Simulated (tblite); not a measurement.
Compound: C5H8ClFO.
Numbering: `[CH3:1][CH2:2][CH2:3][C@@H:4]([F:5])[C:6](=[O:7])[Cl:8]` (hydrogens: H9, H10, H11 on C1; H12, H13 on C2; H14, H15 on C3; H16 on C4)

Computed with GFN2-xTB (tblite), gas phase: L-BFGS steps from a force-field or distance-geometry start until the largest atomic force falls under 0.01 eV/Å.

Step 38: E = -765.5017 eV
```
atom  x, y, z in Å  |  force x, y, z in eV/Å
C1     -2.2446    0.0380   -0.1719   -0.045  -0.035  -0.006
C2     -0.7573    0.0888   -0.4811    0.004  -0.011   0.025
C3      0.0657   -0.5516    0.6356    0.021  -0.014   0.015
C4      1.5632   -0.5104    0.3111    0.028   0.127  -0.028
F5      1.8196   -1.2413   -0.8210    0.013   0.025   0.142
C6      2.0024    0.9344    0.1537    0.119   0.284   0.189
O7      1.9446    1.7563    1.0162    0.060  -0.382  -0.495
Cl8     2.6254    1.3207   -1.4542   -0.133  -0.036   0.352
H9     -2.5747   -0.9910   -0.0651   -0.029  -0.062   0.033
H10    -2.4627    0.5688    0.7515   -0.011   0.013  -0.007
H11    -2.8120    0.4915   -0.9787   -0.026   0.047  -0.005
H12    -0.5588   -0.4409   -1.4141    0.011   0.030  -0.027
H13    -0.4492    1.1288   -0.6034    0.012   0.011  -0.027
H14    -0.0975   -0.0282    1.5796    0.034   0.002  -0.043
H15    -0.2238   -1.5957    0.7616   -0.032  -0.022  -0.005
H16     2.1522   -0.9592    1.1281   -0.027   0.023  -0.112
```

Step 39: E = -765.5084 eV
```
atom  x, y, z in Å  |  force x, y, z in eV/Å
C1     -2.2566    0.0276   -0.1596   -0.012  -0.021  -0.007
C2     -0.7719    0.0887   -0.4855    0.011  -0.011   0.015
C3      0.0639   -0.5426    0.6277    0.019  -0.004   0.002
C4      1.5582   -0.5022    0.2932    0.000   0.031   0.009
F5      1.8072   -1.2235   -0.8449    0.020  -0.003   0.058
C6      2.0172    0.9367    0.1530    0.035  -0.027  -0.020
O7      1.8997    1.7682    0.9922    0.011  -0.009   0.019
Cl8     2.7653    1.2964   -1.3840   -0.005   0.013  -0.004
H9     -2.5759   -1.0042   -0.0408   -0.022  -0.031   0.023
H10    -2.4666    0.5635    0.7632   -0.014   0.003  -0.018
H11    -2.8378    0.4722   -0.9622   -0.016   0.033   0.004
H12    -0.5780   -0.4424   -1.4195   -0.001   0.019  -0.002
H13    -0.4693    1.1299   -0.6178   -0.005  -0.002  -0.006
H14    -0.0848   -0.0101    1.5682   -0.002   0.010  -0.023
H15    -0.2293   -1.5849    0.7663   -0.005  -0.001  -0.009
H16     2.1511   -0.9644    1.0980   -0.015   0.000  -0.040
```

Step 40: E = -765.5087 eV
```
atom  x, y, z in Å  |  force x, y, z in eV/Å
C1     -2.2557    0.0282   -0.1609   -0.017  -0.019  -0.004
C2     -0.7705    0.0884   -0.4847   -0.001  -0.006   0.007
C3      0.0642   -0.5435    0.6285    0.010  -0.004   0.002
C4      1.5584   -0.5019    0.2950    0.003   0.027   0.007
F5      1.8084   -1.2245   -0.8417    0.019  -0.009   0.046
C6      2.0168    0.9364    0.1530    0.034  -0.004  -0.007
O7      1.9059    1.7672    0.9941    0.013  -0.022   0.004
Cl8     2.7522    1.2982   -1.3898   -0.006   0.013   0.000
H9     -2.5764   -1.0035   -0.0427   -0.020  -0.026   0.019
H10    -2.4667    0.5640    0.7618   -0.012   0.002  -0.014
H11    -2.8359    0.4745   -0.9636   -0.011   0.025   0.005
H12    -0.5764   -0.4423   -1.4186    0.002   0.016  -0.009
H13    -0.4676    1.1294   -0.6168   -0.004   0.001  -0.005
H14    -0.0868   -0.0122    1.5692    0.002   0.012  -0.017
H15    -0.2285   -1.5860    0.7650   -0.005  -0.004  -0.006
H16     2.1509   -0.9634    1.1000   -0.008  -0.002  -0.028
```

Q: Estimate the geometry and energy of step 41. (The exact step hangs on the optimiser's Hessian estimate; all steps are aligned on step 40, rigid shifts and turns removed.)

A: E = -765.5094 eV, largest force 0.086 eV/Å
```
atom  x, y, z in Å  |  force x, y, z in eV/Å
C1     -2.2520    0.0310   -0.1668   -0.027  -0.007   0.004
C2     -0.7644    0.0875   -0.4819   -0.036   0.006  -0.019
C3      0.0656   -0.5476    0.6319   -0.020   0.003  -0.006
C4      1.5604   -0.5022    0.3038    0.018   0.010  -0.011
F5      1.8158   -1.2307   -0.8270    0.014  -0.030   0.005
C6      2.0147    0.9351    0.1531    0.026   0.067   0.025
O7      1.9320    1.7612    1.0030    0.029  -0.056  -0.058
Cl8     2.6886    1.3080   -1.4180   -0.020   0.005   0.051
H9     -2.5784   -1.0000   -0.0520   -0.014  -0.002   0.006
H10    -2.4669    0.5664    0.7551   -0.006  -0.004   0.000
H11    -2.8257    0.4855   -0.9704    0.000  -0.005   0.009
H12    -0.5685   -0.4414   -1.4159    0.011   0.010  -0.026
H13    -0.4600    1.1283   -0.6109   -0.001   0.005  -0.005
H14    -0.0946   -0.0205    1.5727    0.019   0.012   0.005
H15    -0.2245   -1.5915    0.7605   -0.009  -0.013   0.005
H16     2.1503   -0.9602    1.1104    0.015  -0.001   0.018
```

The energy changes by -0.0007 eV. The first-order estimate −F·Δx gives -0.0014 eV and the mean of the old and new forces, exact on a quadratic surface, -0.0006 eV. The step makes an angle of 81° with the force vector and moves no atom by more than 0.070 Å.

The cost below is that of the whole relaxation. Time: 0.74 s of wall time. Hardware: one thread, AMD EPYC 7R43 (x86_64), shared host.
